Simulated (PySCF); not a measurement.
Cartesian coordinates (Å):
```xyz
8

Mo     0.0371     0.0962     0.0540
F     -1.2241     0.4981    -1.2304
F      1.2589     1.0788    -0.9315
F     -1.2815    -0.8521     0.9431
F      0.4575    -1.4128    -0.9346
F     -0.4793     1.6379     0.9415
O      1.2787    -0.3068     1.3296
H      1.9283    -0.5258     2.0177
```
Charge 0, spin multiplicity 1.

Question: Estimate the charge on the central atom (Mulliken), dipole moment and HOMO–LUMO gap that TPSSh-D3(BJ)/def2-TZVP // TPSS-D3(BJ)/def2-SVP in PySCF 2.14.0 returns for this input.

Answer: 
| Item | Result |
|---|---|
| charge on the central atom (Mulliken) | 2.06 e |
| dipole moment | 4.06 D |
| HOMO–LUMO gap | 4.98 eV |
